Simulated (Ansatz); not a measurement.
Reaction (ligand exchange at a Zn–O bond): `F[SiH2][O][ZnH]` + `BS` → `B[S][ZnH]` + `O[SiH2]F`

Isolated molecules relaxed with PBE0-D4/def2-TZVP in Ansatz; ΔE leaves out vibrations. CCSD(T)/CBS is the MP2 limit (def2-TZVPP, def2-QZVPP) plus CCSD(T) − MP2 in def2-TZVPP, frozen cores. This one scheme is used for every species. DFT in def2-TZVPP. B3LYP here is the variant with VWN-RPA as its local correlation; programs differ in this. HSE06 is defined as in plane-wave codes. For Zn outer-core shells are correlated without core-valence functions, which leaves a few kJ/mol of doubt a bond. Scalar relativity is left out up to krypton. One conformer a species, not always the lowest.

```csv
level,ΔE (kJ/mol),difference from CCSD(T)/CBS
LDA (SPW92),-18.2,-7.8
revPBE-D4,-16.1,-5.7
r2SCAN-D4,-12.6,-2.2
B97M-V,-9.8,0.6
PBE0-D4,-18.1,-7.7
r2SCANh-D4,-13.7,-3.3
r2SCAN0-D4,-15.2,-4.8
HSE06-D4,-18.4,-8.0
BHLYP-D4,-5.9,4.5
ωB97X-V,-7.1,3.3
ωB97M-V,-11.8,-1.4
B2PLYP,-4.8,5.6
PBE-QIDH,-14.7,-4.3
PBE,-16.2,-5.8
revPBE,-15.3,-4.9
BLYP,-2.4,8.0
r2SCAN,-12.6,-2.2
PBE0,-17.8,-7.4
B3LYP,-5.0,5.4
r2SCANh,-13.7,-3.3
r2SCAN0,-15.2,-4.8
HSE06,-18.1,-7.7
BHLYP,-5.0,5.4
CAM-B3LYP,-1.0,9.4
LC-ωPBE,-9.1,1.3
RPA@PBE/def2-TZVPP,0.0,10.4
HF/def2-SVP,7.0,17.4
MP2/def2-SVP,4.6,15.0
CCSD/def2-SVP,8.7,19.1
CCSD(T)/def2-SVP,6.8,17.2
HF/def2-TZVPP,-2.1,8.3
MP2/def2-TZVPP,-8.8,1.6
SCS-MP2/def2-TZVPP,-2.9,7.5
CCSD/def2-TZVPP,-4.0,6.4
CCSD(T)/def2-TZVPP,-6.3,4.1
MP2/def2-QZVPP,-10.2,0.2
SCS-MP2/def2-QZVPP,-4.4,6.0
HF/CBS(def2),1.0,11.4
MP2/CBS(def2),-13.0,-2.6
CCSD/CBS(def2),-8.2,2.2
CCSD(T)/CBS,-10.4,0
```

Largest T1 diagnostic among the species: 0.017.

At CCSD(T), def2-SVP lies +17.2 kJ/mol from the extrapolated value and def2-TZVPP +4.1 kJ/mol. In def2-TZVPP, CCSD(T) changes the Hartree–Fock value by −4.2 kJ/mol (the triples alone add −2.2 kJ/mol) and MP2 by −6.7 kJ/mol.
